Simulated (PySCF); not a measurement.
Al(Cl)2(OEt) (C2H5AlCl2O), SMILES [Al]([Cl])([Cl])[O]CC.

Geometry: PBE0-D3(BJ)/def2-SVP. The values are those of a single conformer.

Two levels are set side by side: PBE/def2-TZVP (PySCF) and PBE0/def2-TZVP (PySCF). Same geometry, gas phase. Differences are taken from unrounded values.

```tsv
quantity	PBE
orbital gap (eV)	5.25
highest occupied level (eV)	-6.97
lowest empty level (eV)	-1.73
dipole moment (D)	1.86
mean polarisability (bohr³)	76.5
```

### Question
These are the PBE values. What does PBE0 give? (An estimate is asked for; the answer gives what the named calculation found.)

### Answer

```json
[
 {"quantity": "orbital gap (eV)", "PBE0": "7.63", "PBE minus PBE0": "-2.38"},
 {"quantity": "highest occupied level (eV)", "PBE0": "-8.49", "PBE minus PBE0": "1.52"},
 {"quantity": "lowest empty level (eV)", "PBE0": "-0.86", "PBE minus PBE0": "-0.87"},
 {"quantity": "dipole moment (D)", "PBE0": "1.90", "PBE minus PBE0": "-0.05"},
 {"quantity": "mean polarisability (bohr³)", "PBE0": "72.7", "PBE minus PBE0": "3.8"}
]
```

PBE's occupied levels lie high since its potential decays too fast outside the molecule; exact exchange lowers them and widens the gap. Loosely held outer electrons make PBE densities more polarisable. Differences between two approximate levels are no errors against the true value.

Rough cost on one machine, each run with all the roots and properties that it gave: PBE0 against PBE within a factor of 2.
